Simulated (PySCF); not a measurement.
Stepwise substitution at one centre (B SH-H). Isolated molecules, 0 K electronic values unless said otherwise. One relaxed conformer stands for each flexible species; it need not be the lowest. Strings in code marks are SMILES.

Level of theory: CAM-B3LYP-D3(BJ)/def2-TZVP (PySCF 2.14.0). Excitations are Tamm–Dancoff values on a coarser integration grid. The basis has no diffuse functions, so Rydberg states are missing or too high.

| species | T1 excitation (TDA) (eV) | LUMO (eV) | HOMO (eV) |
|---|---|---|---|
| 0 of 3 SH replaced by H | 5.07 | 0.39 | -8.82 |
| 1 of 3 SH replaced by H | 4.77 | 0.21 | -8.90 |
| 2 of 3 SH replaced by H (`SB` (H–B–S–H torsion 0°)) | 4.82 | -0.19 | -9.77 |
| 3 of 3 SH replaced by H (`B`) | – | -0.88 | -11.46 |
